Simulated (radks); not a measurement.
Values are calculated unless marked as measured or tabulated.
Task: The mean radii <r> (bohr) of the occupied orbitals of an atom or ion are listed with their occupations. Code: a radial shooting solver on a logarithmic mesh with Libxc functionals. Model: Dirac Kohn-Sham, relativistic LDA (MacDonald-Vosko exchange, VWN5 correlation), spin-unpolarised, spherical densities, finite nucleus; Fermi nuclear charge, rms radius of each element as measured or else 0.836 A^(1/3) + 0.57 fm.

| orbital | occ. | <r> |
|---|---|---|
| 1s1/2 | 2 | 0.02676 |
| 2s1/2 | 2 | 0.1145 |
| 2p1/2 | 2 | 0.09641 |
| 2p3/2 | 4 | 0.1022 |
| 3s1/2 | 2 | 0.3065 |
| 3p1/2 | 2 | 0.2961 |
| 3p3/2 | 4 | 0.3077 |
| 3d3/2 | 4 | 0.2779 |
| 3d5/2 | 6 | 0.2815 |
| 4s1/2 | 2 | 0.6952 |
| 4p1/2 | 2 | 0.7145 |
| 4p3/2 | 4 | 0.7375 |
| 4d3/2 | 4 | 0.7843 |
| 4d5/2 | 2 | 0.7915 |

Name the element and its charge. Open shells, if any, fill j = l - 1/2 first.

Result: Z = 54, xenon, charge +12: Xe12+ in [Kr] 4d6. The 1s radius gives Z: for a bare nucleus <r> = (2 gamma + 1)/(2Z) with gamma = sqrt(1 - (Z/c)^2), 0.02628 bohr for Z = 54, and screening makes it slightly larger (0.02676 here). The occupations add up to 42, and the charge is Z minus that.
